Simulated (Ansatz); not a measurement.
`[OH][W]([Cl])([Cl])([Cl])([Cl])[Cl]` at its PBE0-D4/def2-TZVP geometry, where that method's forces vanish. Charge 0, multiplicity 1. W: def2 effective core potential.

| atom | x (Å) | y (Å) | z (Å) |
| --- | --- | --- | --- |
| O1 | -1.3253 | -0.2209 | -0.8661 |
| W2 | 0.2740 | 0.0890 | 0.0112 |
| Cl3 | -0.8620 | -0.7618 | 1.8618 |
| Cl4 | 1.2777 | 0.9031 | -1.8646 |
| Cl5 | 2.0763 | 0.3354 | 1.3983 |
| Cl6 | -0.3451 | 2.2359 | 0.5503 |
| Cl7 | 1.0671 | -1.9992 | -0.5314 |
| H8 | -2.1628 | -0.5814 | -0.5593 |

Q: For each bond, give half the difference of the two atoms' forces along it (eV/Å; positive pushes the atoms apart) under PBE-D4, r2SCAN-D4, B3LYP-D4, ωB97M-V in def2-TZVPP. (Estimate.)

A: Computed: 
```
  bond  length (Å)  PBE-D4  r2SCAN-D4  B3LYP-D4  ωB97M-V
 O1–W2       1.850    0.49       0.30      0.28    -0.24
 O1–H8       0.962    0.16      -0.10     -0.15     0.04
W2–Cl3       2.332    0.19       0.11      0.22     0.03
W2–Cl4       2.278    0.25       0.16      0.23    -0.04
W2–Cl5       2.288    0.02       0.06      0.19     0.14
W2–Cl6       2.299    0.21       0.13      0.22     0.00
W2–Cl7       2.299    0.21       0.13      0.22     0.00
```

B3LYP here is the variant with VWN-RPA as its local correlation; programs differ in this.
